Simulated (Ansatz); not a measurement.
## Cost against result

Saddle point of BSiH$_{5}$OF$_{2}$, singlet (BSiH₃F₂ ([F][B]([F])[SiH3]) + H₂O → BHOF₂ ([OH][B]([F])[F]) + SiH₄; bonds formed: B1–O6, Si2–H5; bonds broken: B1–Si2, H5–O6), PBE0-D4/def2-TZVP structure:

```
10
angstrom
B -0.4245 -0.8777 0.2627
Si 0.9735 0.6808 -0.6573
F -1.2875 -1.2357 -0.7119
F 0.3880 -1.8169 0.7615
H -0.3901 0.5425 0.6970
O -1.1478 -0.0944 1.3825
H 0.3836 1.8809 -1.3138
H 2.1303 1.0997 0.1766
H 1.4356 -0.2576 -1.7115
H -2.0609 0.0784 1.1141
```

Barriers are electronic and count from the start structure reached by relaxing down the imaginary mode.

Ansatz 0.2.0; basis: as named in each row; cores frozen in the correlated methods. B3LYP uses VWN-RPA correlation. Extrapolation: Hartree–Fock as exp(−7.88 √X), correlation as X^−2.97.

Times are rough, for one single point on 4 threads of a shared host (Arm Neoverse V2).

The estimate by CCSD(T) at an estimated basis limit (MP2 extrapolated from triple and quadruple zeta, plus CCSD(T) − MP2 in triple zeta) is 29.83 kcal/mol.

| method | basis | time (s) | barrier (kcal/mol) | method less estimate |
| --- | --- | --- | --- | --- |
| HF | STO-3G | under 1 | 63.20 | 33.37 |
| PBE-D4 | STO-3G | under 1 | 27.03 | -2.80 |
| SPW92 | def2-SVP | under 1 | 14.80 | -15.03 |
| B3LYP-D4 | 6-31G | under 1 | 35.02 | 5.19 |
| PBE-D4 | def2-SVP | under 1 | 20.08 | -9.75 |
| PBE0-D4 | def2-SVP | under 1 | 24.99 | -4.84 |
| SPW92 | def2-TZVPP | 1 | 16.66 | -13.17 |
| PBE-D4 | def2-TZVPP | 2 | 21.40 | -8.43 |
| BLYP-D4 | def2-TZVPP | 2 | 25.47 | -4.36 |
| BHLYP-D4 | def2-TZVPP | 2 | 33.03 | 3.20 |
| B3LYP-D4 | def2-TZVPP | 2 | 28.20 | -1.63 |
| CAM-B3LYP-D4 | def2-TZVPP | 2 | 29.35 | -0.48 |
| PBE0-D4 | def2-TZVPP | 2 | 25.25 | -4.58 |
| wB97M-V | def2-SVP | 3 | 27.98 | -1.85 |
| r2SCAN-D4 | def2-TZVPP | 4 | 23.74 | -6.09 |
| r2SCAN0-D4 | def2-TZVPP | 4 | 26.65 | -3.18 |
| CCSD(T) | def2-SVP | 4 | 31.69 | 1.86 |
| B2PLYP | def2-TZVPP | 4 | 29.14 | -0.69 |
| RPA on PBE | def2-TZVPP | 5 | 29.36 | -0.47 |
| PBE-QIDH | def2-TZVPP | 5 | 28.19 | -1.64 |
| wB97X-V | def2-TZVPP | 6 | 29.31 | -0.52 |
| wB97M-V | def2-TZVPP | 8 | 28.73 | -1.10 |
| B97M-V | def2-TZVPP | 8 | 26.11 | -3.72 |
| MP2 | def2-QZVPP | 18 | 28.34 | -1.49 |
| CCSD(T) | def2-TZVPP | 130 | 29.84 | 0.01 |

All methods are single points on the PBE0-D4 structures.

No T1 diagnostic of these runs exceeds 0.013.

Labels in which every atom is bracketed show which atoms are joined, not bond orders.
